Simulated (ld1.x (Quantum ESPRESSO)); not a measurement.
# Ranking PAW potentials for boron

All share these settings but for the change named:

- Element: B (Z = 5)
- Generator: ld1.x (Quantum ESPRESSO) 7.5
- Type: PAW
- Functional: PBE
- Relativity: non-relativistic
- Frozen core: [He]
- Valence charge: 3
- Reference configuration: 2s2 2p0 (charge +1)
- Partial waves: 2s (bound): rcut 1.25, rcutus 1.55 bohr; 2s channel at -0.85 Ry: rcut 1.25, rcutus 1.55 bohr; 2p (bound, empty): rcut 1.50, rcutus 1.95 bohr; 2p channel at -0.4 Ry: rcut 1.50, rcutus 1.95 bohr; 3d channel at 0.05 Ry: rcut 1.35, rcutus 1.70 bohr; 3d channel at 2.75 Ry: rcut 1.35, rcutus 1.70 bohr
- Local potential: all-electron potential smoothed inside 1.70 bohr (lloc = -2)
- Core correction: Bessel-smoothed model core inside 1.00 bohr
- Augmentation charge: BESSEL, radius 1.40 bohr

Test errors are all-electron minus pseudo excitation energies from the reference, over 2s2 2p1; 2s1 2p0; 2s2 2p0.5; 2s1 2p1; 2s2 2p1.3; 2s0 2p3; 2s1 2p2. None of these files shows a bound ghost.

The base gives 2.6 meV.

Of 7 variants that were run, those that failed, showed a ghost or another fault, or gave nearly equal values are left out.

A variant can come out equal or close to the base, since the largest error may sit in a test that the change hardly touches while other tests move.

Rank these variants by their largest absolute test error, smallest first.
A. all radii but the core radius scaled by about 0.77 (s 1.20, p 1.50, d 1.30 bohr, rcut 0.96/1.16/1.04); local potential all-electron potential smoothed inside 1.30 bohr (lloc = -2); augmentation BESSEL, radius 1.08 bohr
B. all radii but the core radius scaled by about 1.30 (s 2.02, p 2.54, d 2.22 bohr, rcut 1.64/1.96/1.76); local potential all-electron potential smoothed inside 2.22 bohr (lloc = -2); augmentation BESSEL, radius 1.82 bohr
C. all radii but the core radius scaled by about 0.94 (s 1.46, p 1.82, d 1.60 bohr, rcut 1.18/1.40/1.26); local potential all-electron potential smoothed inside 1.60 bohr (lloc = -2); augmentation BESSEL, radius 1.32 bohr
D. all radii but the core radius scaled by about 1.11 (s 1.72, p 2.16, d 1.88 bohr, rcut 1.38/1.66/1.50); local potential all-electron potential smoothed inside 1.88 bohr (lloc = -2); augmentation BESSEL, radius 1.54 bohr
E. all radii but the core radius scaled by about 1.40 (s 2.16, p 2.72, d 2.38 bohr, rcut 1.74/2.10/1.88); local potential all-electron potential smoothed inside 2.38 bohr (lloc = -2); augmentation BESSEL, radius 1.96 bohr

B (1.6 meV), D (2.1 meV), E (2.5 meV), C (2.8 meV), A (3.4 meV).
